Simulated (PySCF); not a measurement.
CCuO, SMILES O=[C+][Cu], charge +1, multiplicity 1. Atoms are numbered in the order given.

```xyz
3

Cu     0.0000     0.0000     0.8342
C      0.0000     0.0000    -1.0915
O      0.0000     0.0000    -2.2052
```
Charge +1, spin multiplicity 1.

Coordinates come from a ωB97X-D3(BJ)/def2-TZVP optimisation. The multiplicity is an assumed one; other spin states were not compared.

Level of theory: PBE/def2-TZVPD (PySCF).

Gas-phase values at a fixed geometry.

### Question
Estimate the frontier levels, gap, dipole moment and polarisability. (An estimate is asked for; the answer gives what the named calculation found.)

### Answer

```yaml
highest_occupied_level: -13.33 eV
lowest_empty_level: -9.72 eV
orbital_gap: 3.60 eV
dipole_moment_about_the_centre_of_nuclear_charge: 2.28 D
mean_static_polarisability: 23.8 bohr³ (3.53 Å³)
polarisability_principal_values: 18.8, 18.8, 33.9 bohr³
```
